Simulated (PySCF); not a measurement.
These are PBE-D3(BJ)/def2-TZVP // PBE0-D4/def2-TZVP (PySCF) values and carry that method's errors. All species are isolated molecules in the gas phase. One relaxed conformer stands for a flexible species; it need not be the lowest. Delta-SCF ions had no search for a lower state. Excitations are Tamm–Dancoff values on a coarser integration grid. The basis has no diffuse functions, so Rydberg states are missing or too high.

Reference species (SMILES): `O[SiH3]` (neutral, multiplicity 1).

```yaml
S1 excitation (TDA): 6.50 eV
vertical ionisation energy (Delta-SCF): 10.90 eV
T1 excitation (TDA): 6.15 eV
```

After one change: the S1 excitation (TDA) drops by 0.89 eV; the vertical ionisation energy (Delta-SCF) decreases by 1.22 eV; the T1 excitation (TDA) drops by 0.98 eV.

### Question
What was changed between the two runs? The new species is one of these.
(A) `C#C[SiH2]O`
(B) `O[SiH2]C1CC1` (H–O–Si–C torsion 56°, O–Si–C–C torsion -156°)
(C) `O[SiH2]I` (H–O–Si–I torsion 54°)
(D) `O[SiH2]Br` (H–O–Si–Br torsion 58°)

### Answer
C, `O[SiH2]I` (H–O–Si–I torsion 54°)
